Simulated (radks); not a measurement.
The erbium ion Er67+, 1 electrons, occupied as 1s1.

All-electron calculation, scalar-relativistic Kohn-Sham, PBE, spin-polarised, spherical densities, finite nucleus; open shells are filled with parallel spins first (spin-orbit coupling, left out, can overturn this in heavy ions); Fermi nuclear charge, rms radius 5.2516 fm. Program: a radial shooting solver on a logarithmic mesh with Libxc functionals.

Energy parts (eV):
total: -67329.23
kinetic: 77502.73
electron-nucleus: -144838.24
Hartree: 640.31
exchange-correlation: -634.02

Orbitals (lengths in bohr, moments of r in powers of bohr; r(max) is where P^2 peaks):
| orbital | occ. | eigenvalue (eV) | r(max) |
|---|---|---|---|
| 1s up | 1 | -66860.86 | 0.01277 |

The highest occupied level is 1s up at -66861 eV. For comparison, the ionisation energy in NIST's Atomic Spectra Database is 67241.5 eV (theoretical). In exact Kohn-Sham theory the highest level is minus the ionisation energy, but local and semilocal functionals leave it too shallow, through self-interaction and a potential that decays too fast; potentials with the right tail come closer. Summed over all electrons, <r^2> = 0.0005538 bohr^2, which gives a Langevin (diamagnetic) susceptibility term of -0.000439 x 10^-6 cm^3/mol.
